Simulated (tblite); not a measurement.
Compound: C3H10O2SSi2.
Geometry (GFN2-xTB, Å), atoms numbered from 1 in this order:
```
atom  x, y, z in Å
C1     2.062   -0.874   -0.839
C2     0.607   -0.576   -0.626
O3    -0.239   -1.447   -0.566
C4     0.221    0.835   -0.426
Si5    0.736    1.396    1.361
O6    -1.157    1.019   -0.481
Si7   -2.355   -0.084   -0.437
S8    -2.602   -1.114    1.442
H9     2.172   -1.437   -1.765
H10    2.657    0.032   -0.886
H11    2.420   -1.510   -0.030
H12    0.696    1.481   -1.171
H13    2.199    1.327    1.430
H14    0.247    2.765    1.472
H15    0.118    0.482    2.311
H16   -2.504   -1.025   -1.532
H17   -3.426    0.901   -0.405
H18   -1.860   -2.166    1.138
```

Calculated harmonic vibrations of the isolated species, GFN2-xTB (tblite), most abundant isotopes, no scaling. This tight-binding method is rough: wavenumbers can miss measured ones by several per cent, in bad cases by 10 to 20. Modes of hydrogen on silicon and sulfur can be 10 to 20 % off. One conformer, not necessarily the lowest. The optimisation stopped once no atom felt more than 0.01 eV/Å.

Lowest wavenumbers of the output (negative numbers stand for imaginary wavenumbers):
```
mode    cm-1
  1     -28.8
  2      50.3
  3      71.3
  4     108.9
  5     134.3
  6     146.8
  7     160.3
  8     174.1
  9     182.2
 10     256.4
 11     331.4
 12     430.0
 13     484.2
 14     517.0
 15     520.2
```

Q: Is this structure a minimum?

A: Not by this Hessian. 1 mode is imaginary beyond 20i (29i cm⁻¹), so at this level the point lies at or near a first-order saddle. The curvature is small, so loose convergence or finite differences may be the whole cause.

Q: Which atoms move in the imaginary mode?

A: 29i: H9 (methyl hydrogen) 34 %, H11 (methyl hydrogen) 33 %, H10 (methyl hydrogen) 13 %. These are shares of the mass-weighted motion.

Q: What is the remedy?

A: Step along that mode in both directions, optimise again with tighter thresholds and repeat the frequencies. The zero-point energy of this point (73.9 kcal/mol) counts the 47 real modes alone, and thermal corrections from it aren't those of a minimum.

Time: 1.5 s. Hardware: one thread of an Arm Neoverse N1, shared host with 64 logical CPUs at a one-minute load of 61. The figure is for the frequency step alone.
